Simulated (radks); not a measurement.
Results of a calculation; reference values are marked as such.
Radial electron density D(r) = 4 pi r^2 rho(r) of an atom or ion with 8 electrons. Code: a radial shooting solver on a logarithmic mesh with Libxc functionals. Model: Dirac Kohn-Sham, PBE, spin-unpolarised, spherical densities, finite nucleus; Fermi nuclear charge, rms radius of each element as measured or else 0.836 A^(1/3) + 0.57 fm.

```
   r/bohr * D(r) (the largest magnitude, 37.2, reaches the edge; | marks zero)
 0.002624 |  *
 0.003179 |   *
 0.003883 |    *
 0.004705 |      *
 0.005701 |         *
 0.006908 |            *
  0.00837 |                *
  0.01014 |                     *
  0.01229 |                           *
  0.01489 |                                  *
  0.01819 |                                         *
  0.02204 |                                                *
   0.0267 |                                                    *
  0.03235 |                                                      *
   0.0392 |                                                    *
   0.0475 |                                                *
  0.05755 |                                          *
  0.06973 |                                    *
  0.08517 |                                   *
   0.1032 |                                     *
    0.125 |                                          *
   0.1515 |                                             *
   0.1836 |                                          *
   0.2224 |                                 *
   0.2695 |                    *
   0.3266 |         *
   0.3989 |  *
   0.4833 |*
   0.5856 *
   0.7096 *
```

What is the nuclear charge?

Answer. Z = 31. The innermost maximum, from 1s, lies near gamma/Z bohr with gamma = sqrt(1 - (Z/c)^2) = 0.974, here 0.0314 bohr (found: 0.0326), and its height grows with Z. The density is that of the gallium ion Ga23+ in [He] 2s2 2p4; the configuration itself is not fixed sharply by these data, and Z only to about a unit. D(r) has 2 maxima, at r = 0.0326, 0.153 bohr, and minima at 0.0831 bohr, inside which lie 2.24 electrons.
